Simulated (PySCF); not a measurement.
C4H6ClF, SMILES C/C(F)=C(\C)Cl. Atoms are numbered in the order given.

```xyz
12

C      0.3723     2.2874     0.0000
C     -0.2163     0.9176     0.0000
F     -1.5608     0.9483     0.0000
C      0.4198    -0.2638     0.0000
C      1.8975    -0.4967     0.0000
Cl    -0.5391    -1.7322     0.0000
H      0.0268     2.8440     0.8872
H      0.0268     2.8440    -0.8872
H      1.4681     2.2731     0.0000
H      2.1941    -1.0802     0.8869
H      2.4624     0.4448     0.0000
H      2.1941    -1.0802    -0.8869
```

The structure is a stationary point at B3LYP-D3(BJ)/def2-SVP.

Two levels are set side by side: PBE/pcSseg-1 (PySCF) and B3LYP/pcSseg-1 (PySCF). GIAO shifts against CFCl3 (¹⁹F), HCl (³⁵Cl), TMS (¹H), TMS (¹³C) at the same level; non-relativistic, no solvent, atoms listed together averaged. Without spin–orbit terms, shifts of atoms bonded to Cl or Br come out too high at both levels. Differences are taken from unrounded values.

```tsv
quantity	B3LYP
δ(¹³C) of C1 (ppm)	19.1
δ(¹³C) of C2 (ppm)	164.1
δ(¹⁹F) of F3 (ppm)	-103.8
δ(¹³C) of C4 (ppm)	126.0
δ(¹³C) of C5 (ppm)	24.8
δ(³⁵Cl) of Cl6 (ppm)	210.0
δ(¹H) of H7, H8, H9 (ppm)	2.32
```

Problem. What does PBE give, and how far is it from B3LYP? (Estimate from the structure and the level; the computed values follow.)

Solution. 
| quantity | PBE | PBE minus B3LYP |
|---|---|---|
| δ(¹³C) of C1 (ppm) | 19.3 | 0.2 |
| δ(¹³C) of C2 (ppm) | 161.1 | -3.0 |
| δ(¹⁹F) of F3 (ppm) | -111.3 | -7.5 |
| δ(¹³C) of C4 (ppm) | 122.2 | -3.8 |
| δ(¹³C) of C5 (ppm) | 25.2 | 0.4 |
| δ(³⁵Cl) of Cl6 (ppm) | 228.6 | 18.6 |
| δ(¹H) of H7, H8, H9 (ppm) | 2.31 | -0.01 |

Rough cost on one machine, each run with all the roots and properties that it gave: B3LYP against PBE within a factor of 2.
